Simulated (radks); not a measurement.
The numbers below are computed, except where a source is named.
Effect of the nuclear size on the chlorine ion Cl+, [Ne] 3s2 3p4. Code: a radial shooting solver on a logarithmic mesh with Libxc functionals. Model: Dirac Kohn-Sham, PBE, spin-unpolarised, spherical densities, finite nucleus; open shells fill j = l - 1/2 first; Fermi nuclear charge, rms radius 3.3654 fm. The rms radius is varied about that value; shifts are against it.

| rms radius (fm) | total energy shift (eV) | density at nucleus (e/bohr^3) | 1s1/2 shift (meV) | 2s1/2 shift (meV) |
|---|---|---|---|---|
| 2.864 | -0.00388 | 3606 | -1.63 | -0.119 |
| 3.0962 | -0.00216 | 3601 | -0.905 | -0.066 |
| 3.3654 | 0 | 3595 | 0.000 | 0.000 |
| 3.5741 | 0.00179 | 3591 | 0.753 | 0.055 |
| 3.9947 | 0.00573 | 3583 | 2.40 | 0.175 |

Slopes of the eigenvalues against <r^2> in GHz/fm^2, as finite differences over the two radii next to the reference (eigenvalue slopes, not the field-shift constants of lines): 1s1/2 126, 2s1/2 9.17.
